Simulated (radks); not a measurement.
Problem. The calcium ion Ca7+ is in [Ne] 3s2 3p1. All-electron calculation, scalar-relativistic Kohn-Sham, PBEsol, spin-polarised, spherical densities, finite nucleus; Fermi nuclear charge, rms radius of each element as measured or else 0.836 A^(1/3) + 0.57 fm. Program: a radial shooting solver on a logarithmic mesh with Libxc functionals. Open shells are filled with parallel spins first. One electron is removed from 3s, 2p, 3p, 2s in turn, with full relaxation. Which removal costs least, and what does each cost?

Solution. 3p 147.33 eV; 3s 165.09 eV; 2p 498.73 eV; 2s 573.90 eV. The 3p electron leaves first.
